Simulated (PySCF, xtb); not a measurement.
Sn(Cl)(Br)(OH)2 (BrClH2O2Sn), SMILES [OH][Sn]([OH])([Cl])[Br].

GFN2-xTB in xtb at its own geometry gives an orbital gap of 2.75 eV and a dipole moment of 3.42 D.

The structure is a stationary point at PBE0-D3(BJ)/def2-SVP. The structure was generated by enumeration; whether it is a known compound was not checked. The def2 effective core potentials stand for the cores of Sn; spin–orbit coupling is left out. One conformer was computed; it need not be the lowest.

What does PySCF with ωB97X/def2-TZVP give? (The exact figures need the calculation; the answer reports its results.)

gap 10.70 eV (levels -11.40 and -0.70 eV), dipole 1.64 D.
